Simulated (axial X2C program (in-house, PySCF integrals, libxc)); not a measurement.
## Potential curves of MoC⁺, 2c

Calculated with an axial X2C code built on PySCF integrals. Two-component (2c) means X2C with spin–orbit coupling and atomic mean-field two-electron Coulomb and Gaunt terms. Basis: Mo dyall-cv3z [11s12p9d5f3g], C dyall-v3z [7s6p2d1f] (cores contracted in-house); Gaussian nuclei, density fitting, unrestricted open shells. Masses: Mo 97.905 u, C 12.000 u.

State: Ω = 3/2 (⟨Sz⟩ = -0.50, ⟨Lz⟩ = 2.00 at LDA). Energies in eV from the fragments at the same level (Mo+ + C). Fits are polynomials in 1 − R0/R over 0.85 to 1.23 times the lowest point R0.

```json
{"R (Å)": "1.4094", "LDA": "-4.4978", "PBE0": "-2.3223"}
{"R (Å)": "1.4742", "LDA": "-5.4774", "PBE0": "-3.2688"}
{"R (Å)": "1.5228", "LDA": "-5.9173", "PBE0": "-3.6833"}
{"R (Å)": "1.5714", "LDA": "-6.1601", "PBE0": "-3.9014"}
{"R (Å)": "1.6200", "LDA": "-6.2455", "PBE0": "-3.9643"}
{"R (Å)": "1.6767", "LDA": "-6.1901", "PBE0": "-3.8868"}
{"R (Å)": "1.7334", "LDA": "-6.0077", "PBE0": "-3.6900"}
{"R (Å)": "1.8063", "LDA": "-5.6409", "PBE0": "-3.3239"}
{"R (Å)": "1.8954", "LDA": "-5.0653", "PBE0": "-2.8013"}
{"R (Å)": "2.0250", "LDA": "-4.1212", "PBE0": "-2.0557"}
```

The state is a single determinant with fixed occupations, the lowest that a limited PBE0 search found. Dissociation energies refer to the lowest single-determinant-based atoms at the same level and basis. Density functionals use the spin component along the axis (collinear). In 2c an atomic determinant is not the ground J level, so De misses part of the atomic spin–orbit lowering. This holds for LDA, PBE0. Other states lie close and PBE0, whose exact exchange favours high spin, may order them wrongly; the determinant shown need not be the ground state. The nearest other 2c determinant of the search, Ω = 5/2, lies 0.16 eV up at the distance of the search. Without a current term, density functionals place determinants with orbital angular momentum somewhat too high. At some level and bond length an empty orbital lies below a filled one. The determinant is spin-polarised beyond a pure state at some levels (its spin-free form has ⟨S²⟩ too high), which makes Re and μ there less reliable.

Task: What are Re, ωe and De at the LDA level?

Result: At LDA, 2c: Re = 1.627 Å, ωe ≈ 1130 cm⁻¹, De = 6.25 eV to Mo+ + C; Be follows as 0.595 cm⁻¹.

Task: Fit the PBE0 curve near its minimum: give the equilibrium distance, the harmonic wavenumber and the well depth.

Result: At PBE0, 2c: Re = 1.619 Å, ωe ≈ 1140 cm⁻¹, De = 3.96 eV to Mo+ + C; Be follows as 0.602 cm⁻¹.
